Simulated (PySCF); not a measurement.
CdF$_{2}$ (SMILES [F][Cd][F]), singlet, at a GFN2-xTB geometry (such geometries of metal compounds can be far from the true shape) (core potentials on Cd), atoms displaced at random by about 0.03 Å a coordinate; PBE/def2-SVP, gradient run with PySCF.

PySCF was given this input:
```python
from pyscf import gto, scf, dft

mol = gto.Mole()
mol.atom = '''
    Cd    0.36778978   -0.00168084   -0.10634122
    F    -1.01949040    1.15167786   -0.74243048
    F    -0.66347710   -1.08100715    1.26864834
'''
mol.basis = 'def2-svp'
mol.ecp = {'Cd': 'def2-svp'}
mol.verbose = 4
mol.build()

mf = dft.RKS(mol)
mf.xc = 'pbe'
mf.grids.level = 0
mf.kernel()
g = mf.nuc_grad_method()
g.grid_response = True
grad = g.kernel()
```

What the program printed (banner, timings and long lists left out):

```
PySCF version 2.14.0

[INPUT] verbose = 4
[INPUT] num. atoms = 3
[INPUT] num. electrons = 38
[INPUT] charge = 0
[INPUT] spin (= nelec alpha-beta = 2S) = 0
[INPUT] symmetry False subgroup None
[INPUT] Mole.unit = angstrom
[INPUT] Symbol           X                Y                Z      unit          X                Y                Z       unit  Magmom
[INPUT]  1 Cd     0.367789780000  -0.001680840000  -0.106341220000 AA    0.695021955614  -0.003176327259  -0.200955781552 Bohr   0.0
[INPUT]  2 F     -1.019490400000   1.151677860000  -0.742430480000 AA   -1.926557642623   2.176355739125  -1.402990273729 Bohr   0.0
[INPUT]  3 F     -0.663477100000  -1.081007150000   1.268648340000 AA   -1.253790008921  -2.042807452197   2.397397910984 Bohr   0.0

nuclear repulsion = 110.891229229891
number of shells = 23
number of NR pGTOs = 105
number of NR cGTOs = 59
basis = def2-svp
ecp = {'Cd': 'def2-svp'}

******** <class 'pyscf.dft.rks.RKS'> ********
method = RKS
initial guess = minao
damping factor = 0
level_shift factor = 0
DIIS = <class 'pyscf.scf.diis.CDIIS'>
diis_start_cycle = 1
diis_space = 8
diis_damp = 0
SCF conv_tol = 1e-09
SCF conv_tol_grad = None
SCF max_cycles = 50
direct_scf = True
direct_scf_tol = 1e-13
XC library pyscf.dft.libxc version 7.1.2
    S. Lehtola, C. Steigemann, M. J. T. Oliveira, and M. A. L. Marques,  SoftwareX 7, 1–5 (2018)
XC functionals = pbe
    J. P. Perdew, K. Burke, and M. Ernzerhof,  Phys. Rev. Lett. 77, 3865 (1996)
    J. P. Perdew, K. Burke, and M. Ernzerhof,  Phys. Rev. Lett. 78, 1396 (1997)
    J. P. Perdew, K. Burke, and M. Ernzerhof,  Phys. Rev. Lett. 77, 3865 (1996)
    J. P. Perdew, K. Burke, and M. Ernzerhof,  Phys. Rev. Lett. 78, 1396 (1997)
radial grids:
    Treutler-Ahlrichs [JCP 102, 346 (1995); DOI:10.1063/1.469408] (M4) radial grids

becke partition: Becke, JCP 88, 2547 (1988); DOI:10.1063/1.454033
pruning grids: <function nwchem_prune>
grids dens level: 0
symmetrized grids: False
atomic radii adjust function: <function treutler_atomic_radii_adjust>
small_rho_cutoff = 0
Set gradient conv threshold to 3.16228e-05
Initial guess from minao.
tot grids = 5016
init E= -353.126300227324
  HOMO = -0.815437438678789  LUMO = -0.753848475149645  gap/eV = 1.67592
cycle= 1 E= -366.321811485101  delta_E= -13.2  |g|= 1.69  |ddm|= 3.75
  HOMO = -0.00749037230522278  LUMO = 0.0048311944389668  gap/eV = 0.33529
cycle= 2 E= -362.324780949013  delta_E=    4  |g|= 4.88  |ddm|= 5.24
  HOMO = -0.265599171364888  LUMO = -0.179351409430829  gap/eV = 2.34692
cycle= 3 E= -366.998749266993  delta_E= -4.67  |g|= 0.208  |ddm|= 3.57
  HOMO = -0.264525713225993  LUMO = -0.186619446874747  gap/eV = 2.11994
cycle= 4 E= -366.994900927716  delta_E= 0.00385  |g|= 0.256  |ddm|= 0.298
  HOMO = -0.245055071389206  LUMO = -0.180472262516084  gap/eV = 1.75739
cycle= 5 E= -367.000501115343  delta_E= -0.0056  |g|= 0.159  |ddm|= 0.349
  HOMO = -0.250631580157544  LUMO = -0.179180480391516  gap/eV = 1.94428
cycle= 6 E= -367.006363329759  delta_E= -0.00586  |g|= 0.0237  |ddm|= 0.169
  HOMO = -0.25599600649683  LUMO = -0.179907574306871  gap/eV = 2.07047
cycle= 7 E= -367.006136964627  delta_E= 0.000226  |g|= 0.0398  |ddm|= 0.0632
  HOMO = -0.253631111955632  LUMO = -0.180285587324565  gap/eV = 1.99583
cycle= 8 E= -367.006491690598  delta_E= -0.000355  |g|= 0.00246  |ddm|= 0.0379
  HOMO = -0.253651924991488  LUMO = -0.180497455067993  gap/eV = 1.99063
cycle= 9 E= -367.006493168312  delta_E= -1.48e-06  |g|= 0.000302  |ddm|= 0.00342
  HOMO = -0.253670153165818  LUMO = -0.180503998348573  gap/eV = 1.99095
cycle= 10 E= -367.006493188943  delta_E= -2.06e-08  |g|= 6.99e-05  |ddm|= 0.000357
  HOMO = -0.253675895647994  LUMO = -0.180502694381918  gap/eV = 1.99114
cycle= 11 E= -367.00649319011  delta_E= -1.17e-09  |g|= 1.51e-05  |ddm|= 9.29e-05
  HOMO = -0.253674508059022  LUMO = -0.180502718259316  gap/eV = 1.99111
cycle= 12 E= -367.00649319017  delta_E= -5.98e-11  |g|= 1.11e-06  |ddm|= 1.83e-05
  HOMO = -0.253674590288334  LUMO = -0.180502719932974  gap/eV = 1.99111
Extra cycle  E= -367.006493190166  delta_E= 3.52e-12  |g|= 3.66e-06  |ddm|= 4.38e-06
converged SCF energy = -367.006493190166

******** <class 'pyscf.grad.rks.Gradients'> for <class 'pyscf.dft.rks.RKS'> ********
unit = Eh/Bohr
grid_response = True
--------------- RKS gradients ---------------
         x                y                z
0 Cd     0.0047698442     0.0243046882    -0.0222030251
1 F     0.0138665700    -0.0281967189     0.0224274054
2 F    -0.0186364142     0.0038920307    -0.0002243803
----------------------------------------------
```
